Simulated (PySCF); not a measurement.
PySCF input for YOF, SMILES [O]=[Y][F], PBE-D3(BJ)/def2-TZVP. Coordinates come from a PBE-D3(BJ)/def2-TZVP optimisation. The def2 effective core potentials stand for the cores of Y; spin–orbit coupling is left out.

```python
import numpy as np
from pyscf import gto, scf, dft, df
from pyscf.hessian import thermo

mol = gto.M(
    atom='''
    Y     0.31938638    0.09491787    0.00000000
    O    -0.88521845    1.47221196    0.00000000
    F    -0.59714682   -1.71994364    0.00000000
    ''',
    basis='def2-TZVP',
    ecp={'Y': 'def2-tzvp'},
    charge=0,
    spin=0,
    max_memory=1600,
    verbose=3,
)
mf = dft.RKS(mol, xc='pbe').density_fit(auxbasis='def2-universal-jkfit')
mf.disp = 'd3bj'
mf.grids.level = 3
mf.conv_tol = 1e-11
mf.max_cycle = 100
mf.kernel()

# analytic Hessian; the response equations are solved on a coarser grid
h, args, fine = mf.Hessian(), (mf.mo_energy, mf.mo_coeff, mf.mo_occ), mf.grids
h.max_memory = max(150, 2.5e-5 * df.make_auxmol(mol, mf.with_df.auxbasis).nao * mol.nelec[0] * (mol.nelec[0] + mol.nao))  # MB; small integral blocks
h1ao = h.make_h1(mf.mo_coeff, mf.mo_occ)
mf.grids = dft.Grids(mol).set(level=1).build(with_non0tab=True)
mo1, mo_e1 = h.solve_mo1(*args, h1ao)
mf.grids = fine
hess = h.hess_elec(*args, mo1, mo_e1, h1ao) + h.hess_nuc()
if mf.do_disp():
    hess += h.get_dispersion()
for i in range(mol.natm):  # the analytic DFT Hessian lacks the response of the grid: restore translational invariance
    hess[i, i] -= hess[i].sum(axis=0)
hess = (hess + hess.transpose(1, 0, 3, 2)) / 2
vib = thermo.harmonic_analysis(mol, hess, imaginary_freq=False)
thermo.dump_normal_mode(mol, vib)
th = thermo.thermo(mf, vib['freq_au'][vib['freq_au'] > 0], 298.15, 101325)
thermo.dump_thermo(mol, th)
g0 = mf.nuc_grad_method().set(verbose=0).kernel()

# dipole derivatives [dipole axis, atom, xyz] from the same response
r, irp = mol.intor('int1e_r'), mol.intor('int1e_irp').reshape(3, 3, mol.nao, mol.nao)
sl, dm0, ok = mol.aoslice_by_atom(), np.array(mf.make_rdm1()), []
dmu = np.einsum('a,xt->xat', mol.atom_charges(), np.eye(3))
for a, (_, _, p0, p1) in enumerate(sl):
    dmu[:, a] += 2 * np.einsum('xtij,ij->xt', irp[:, :, :, p0:p1], dm0.reshape(-1, mol.nao, mol.nao).sum(0)[:, p0:p1])
    for u, c, occ, f in [(mo1, mf.mo_coeff, mf.mo_occ, 4)]:
        dmu[:, a] -= f * np.einsum('tui,xuv,vi->xt', u[a], r, c[:, occ > 0], optimize=True)
L = vib['norm_mode']
ir = 974.8801 * (np.einsum('xat,kat->kx', dmu, L) ** 2).sum(1)       # km/mol
apt = np.einsum('xax->a', dmu) / 3
print('mode   freq/cm-1   IR/(km/mol)')
for k, w in enumerate(vib['freq_wavenumber']):
    print(f'{k + 1:4d} {w:11.2f} {ir[k]:13.3f}')
print('max |gradient| / (hartree/bohr):', abs(g0).max())
print('APT charges:', apt.round(4))
```

Program output:

```
converged SCF energy = -213.408942635417

WARN: DFTD3 does not support analytical Hessian, using finite difference


WARN: Mole.unit (angstrom) is changed to Bohr

Mode                                 0                   1                   2
Irrep
Freq [cm^-1]                      179.8986            538.3909            817.3991
Reduced mass [au]                  19.4908             22.4016             18.2457
Force const [Dyne/A]                0.3717              3.8258              7.1826
Char temp [K]                     258.8340            774.6246           1176.0553
Normal mode                   x     y     z       x     y     z       x     y     z
       0   Y                 0.04  0.00  0.00    0.02  0.04 -0.00   -0.03  0.03  0.00
       1   O                -0.11 -0.14  0.00   -0.01 -0.01 -0.00    0.15 -0.17  0.00
       2   F                -0.10  0.10 -0.00   -0.10 -0.18 -0.00    0.01  0.01 -0.00
temperature 298.1500 [K]
pressure 101325.00 [Pa]
Rotational constants [GHz] 17.86830 5.51095 4.21191
Symmetry number 1
Zero-point energy (ZPE) 0.00350 [Eh]   9185.457 [J/mol]
                           tot       elec      trans        rot        vib
Entropy [J/mol/K]       282.893      0.000    168.853    101.104     12.936
Cv [J/mol/K]             40.234      0.000     12.472     12.472     15.291
Cp [J/mol/K]             48.549      0.000     20.786     12.472     15.291
Internal energy [J/mol]                      3718.434   3718.434  11453.007
Internal energy [Eh]   -213.40175  -213.40894
Enthalpy [J/mol]                             6197.391   3718.434  11453.007
Enthalpy [Eh]          -213.40080
Gibbs free energy [J/mol]                  -44146.174 -26425.640   7596.078
Gibbs free energy [Eh] -213.43293
mode   freq/cm-1   IR/(km/mol)
   1      179.90        19.524
   2      538.39       138.497
   3      817.40       142.216
max |gradient| / (hartree/bohr): 0.0003718523219452557
APT charges: [ 1.7039 -0.9586 -0.7453]
```

The calculation finished and met its thresholds.
